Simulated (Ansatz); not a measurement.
C2H7BrSi can be A, `C[SiH](C)Br`, or B, `C[SiH2]CBr`.

Isolated molecules relaxed with PBE0-D4/def2-TZVP in Ansatz; ΔE leaves out vibrations. CBS: MP2 limit from def2 TZ/QZ plus the TZ coupled-cluster correction, frozen cores. DFT in def2-TZVPP. For Br outer-core shells are correlated without core-valence functions, which leaves a few kJ/mol of doubt a bond. Scalar relativity is left out up to krypton. Each species was taken in one conformer, which may not be the lowest.

Which is lower in electronic energy at CCSD(T)/CBS, and by how much? (Estimate.)

Computed: A, by 168.1 kJ/mol.

Give E(B) − E(A) in kJ/mol with MP2/def2-TZVPP, r2SCAN-D4, LDA (SPW92), BLYP-D4, CCSD(T)/def2-TZVPP, B2PLYP, PBE-D4. (Estimate.)

Computed: MP2/def2-TZVPP 169.5, r2SCAN-D4 171.6, LDA (SPW92) 165.0, BLYP-D4 158.1, CCSD(T)/def2-TZVPP 162.8, B2PLYP 166.1, PBE-D4 162.9. None reverses the order clearly.

Does the order hold for the free energy at 298.15 K (harmonic terms from PBE0-D4)? (Best estimate.)

The calculation gave: Yes: G(B) − G(A) = +162.4 kJ/mol, for one conformer each.

Largest T1 diagnostic: 0.009.

Leaving LDA and LC-ωPBE aside and taking each functional with its dispersion term where it has one, the values, not all of them listed here, spread over 16.5 kJ/mol, from BLYP-D4 to r2SCAN0-D4. From BLYP to BHLYP (50 % exact exchange), in def2-TZVPP and without D4, E(B) − E(A) moves by +11.3 kJ/mol.
